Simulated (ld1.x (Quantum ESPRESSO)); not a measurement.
Ag (Z = 47), RRKJ: configuration errors across variants

| Property | Result |
| --- | --- |
| Element | Ag |
| Generator | ld1.x (Quantum ESPRESSO) 7.5 |
| Type | norm-conserving RRKJ (Kleinman–Bylander form) |
| Functional | PBE |
| Relativity | fully relativistic |
| Frozen core | [Kr] |
| Valence charge | 11 |
| Reference configuration | 4d10 5s1 5p0 |
| Partial waves | 5s (bound): rc 2.25 bohr; 5p (bound, empty): rc 3.95 bohr; 4d (bound): rc 1.40 bohr |
| Local potential | the d channel |
| Core correction | Bessel-smoothed model core, default radius (core density twice the valence density) |
| rho0 | 0.005 |

Open shells are filled in proportion to 2j + 1 (rel_dist='average').

All-electron excitation energies from the reference (eV): (1) 4d10 5s0 5p0 7.759; (2) 4d9 5s0 5p0 29.874; (3) 4d8 5s0 5p0 66.065; (4) 4d10 5s0.5 5p0 3.018; (5) 4d10 5s0 5p1 3.862; (6) 4d7 5s0 5p0 117.775.

The default core radius of the base comes out at 0.79 bohr.

Tests that are not counted but printed errors over 1 eV. “base”: 4d9 5s1 5p1 (pseudo-atom not self-consistent, printed error -739 eV). “wave 4d (bound): rc 1.40 bohr becomes 4d (bound): rc 1.84 bohr”: 4d9 5s1 5p1 (solver errors, printed error -2.5 eV). “wave 5s (bound): rc 2.25 bohr becomes 5s (bound): rc 2.88 bohr”: 4d9 5s1 5p1 (pseudo-atom not self-consistent, printed error -742 eV). “core correction Bessel-smoothed model core inside 1.46 bohr”: 4d9 5s1 5p1 (solver errors, printed error -2.5 eV). “all radii but the core radius scaled by about 1.32 (s 2.98, p 5.22, d 1.86 bohr)”: 4d9 5s1 5p1 (solver errors, printed error -752 eV).

1 further variants failed, have other tests or another functional or relativity, and are left out.

A true bound ghost makes a file unfit for plane-wave use even where its test errors are small: the radial tests pick states by their node count and pass the ghost by. Where a test does run into it, the solver fails or the error is huge.

The file “base” misses its own reference levels by 0.3 eV. The file “wave 4d (bound): rc 1.40 bohr becomes 4d (bound): rc 1.84 bohr” misses its own reference levels by 0.3 eV. The file “wave 5s (bound): rc 2.25 bohr becomes 5s (bound): rc 2.88 bohr” misses its own reference levels by 0.3 eV. The file “core correction Bessel-smoothed model core inside 1.46 bohr” misses its own reference levels by 0.3 eV. The file “all radii but the core radius scaled by about 1.32 (s 2.98, p 5.22, d 1.86 bohr)” misses its own reference levels by 0.3 eV.

Errors AE − PS in meV (a dash: test not solved or not reliable):

| change | (1) | (2) | (3) | (4) | (5) | (6) | bound ghosts |
| --- | --- | --- | --- | --- | --- | --- | --- |
| base | -11 | -34 | -253 | -2.3 | -2.4 | -834 | s, p3/2, p1/2 |
| wave 4d (bound): rc 1.40 bohr becomes 4d (bound): rc 1.84 bohr | -11 | -42 | -285 | -2.1 | -2.2 | -889 | s, p3/2, p1/2 |
| wave 5s (bound): rc 2.25 bohr becomes 5s (bound): rc 2.88 bohr | -7.9 | -61 | -324 | -1.4 | -1.5 | -961 | s, p3/2, p1/2 |
| core correction Bessel-smoothed model core inside 1.46 bohr | -11 | -34 | -253 | -2.2 | -2.4 | -835 | s, p3/2, p1/2 |
| all radii but the core radius scaled by about 1.32 (s 2.98, p 5.22, d 1.86 bohr) | -7.3 | -88 | -402 | -1.1 | +3.2 | -1089 | s, p3/2, p1/2 |

Task: Give the same row for: wave 5p (bound): rc 3.95 bohr becomes 5p (bound): rc 5.76 bohr.

Result: -11, -34, -253, -2.3, +1.7, -834; bound ghosts: s, p3/2, p1/2. Not counted: 4d9 5s1 5p1 (solver errors, printed error -4.3 eV).
